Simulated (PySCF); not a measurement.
# How methods differ on the ionisation energy of Ga⁺

Ga⁺ [Ar] 3d10 4s2 (1S) → Ga²⁺ [Ar] 3d10 4s1 (2S), as a difference of total energies. Calculation: PySCF 2.14, in aug-cc-pVQZ-PP with one added diffuse shell each of s, p, d, f, g type with ECP10MDF (8s7p6d4f3g, 114 functions); scalar relativity through the core potential. Correlated levels: valence: 3s2 3p6 3d10 frozen. The calculations carry no spin-orbit coupling.

| method | ionisation energy (eV) | error (eV) |
| --- | --- | --- |
| UHF | 18.745 | -1.770 |
| LDA | 21.099 | +0.584 |
| PBE | 20.678 | +0.163 |
| PBE0 | 20.362 | -0.153 |
| r2SCAN | 20.491 | -0.024 |
| TPSSh | 20.269 | -0.246 |
| MN15 | 20.122 | -0.393 |
| B3LYP | 20.785 | +0.270 |
| MP2 (valence) | 19.499 | -1.016 |
| SCS-MP2 (valence) | 19.650 | -0.865 |

Reference: 20.515 eV (measured; NIST Atomic Spectra Database, ionization energies).

Errors of the correlated levels include the incompleteness of this basis and the frozen core.

MP2 underrates the near-degeneracy of ns² with np² in the lower species.
